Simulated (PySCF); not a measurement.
Magnetisability: SMILES C=N/C=C(\Cl)C1=CCC1, C$_{7}$H$_{8}$ClN

Geometry:
```csv
atom,x (Å),y (Å),z (Å)
C1,3.684,0.290,0.088
N2,2.846,-0.630,0.265
C3,1.510,-0.584,0.034
C4,0.631,0.334,0.490
Cl5,1.181,1.753,1.339
C6,-0.787,0.189,0.399
C7,-1.849,0.920,0.782
C8,-2.852,-0.045,0.222
C9,-1.636,-0.894,-0.226
H10,3.473,1.238,-0.409
H11,4.698,0.120,0.420
H12,1.113,-1.480,-0.426
H13,-1.968,1.854,1.298
H14,-3.498,-0.523,0.957
H15,-3.465,0.343,-0.591
H16,-1.561,-1.870,0.249
H17,-1.526,-1.003,-1.303
```

Computed, not measured: PySCF, GIAO BHandHLYP/pcSseg-1 magnetisability, rotational g tensor and spin-rotation constants, non-relativistic, gas phase. Geometry: GFN2-xTB.

Task: How diamagnetic is it, and how anisotropic?

Result: Isotropic -1299 × 10⁻³⁰ J/T², or -78.2 × 10⁻⁶ cm³/mol; principal values -1477, -1265, -1154 × 10⁻³⁰ J/T², anisotropy 284 × 10⁻³⁰ J/T² (root of half the summed squared differences of the principal values). The susceptibility is in cgs units.

Task: Split it along the inertial axes a, b, c into diamagnetic and paramagnetic parts about the centre of mass, with the quadrupole moment.

Result: 
| axis | χ (10⁻⁶ cm³/mol) | diamagnetic (10⁻⁶ cm³/mol) | paramagnetic (10⁻⁶ cm³/mol) | summed x² of all electrons (Å²) | quadrupole Θ (D Å) |
| --- | --- | --- | --- | --- | --- |
| a | -69.7 | -516.9 | 447.2 | 336.3 | +9.42 |
| b | -77.4 | -1507.0 | 1429.6 | 102.9 | -3.35 |
| c | -87.5 | -1863.0 | 1775.4 | 19.0 | -6.07 |

Anisotropies 2χaa − χbb − χcc = +25.5 and 2χbb − χaa − χcc = +2.4 × 10⁻⁶ cm³/mol. Θ is traceless in Buckingham's convention.

Task: And the rotational g tensor?

Result: 
| axis | rotational constant (GHz) | g | nuclear part | electronic part |
| --- | --- | --- | --- | --- |
| a | 2.9027 | -0.0538 | 0.5560 | -0.6098 |
| b | 0.8622 | -0.0098 | 0.5693 | -0.5791 |
| c | 0.6776 | -0.0040 | 0.5612 | -0.5652 |

Asymmetric top; isotopes 12C, 35Cl, 1H, 14N; no vibrational averaging.
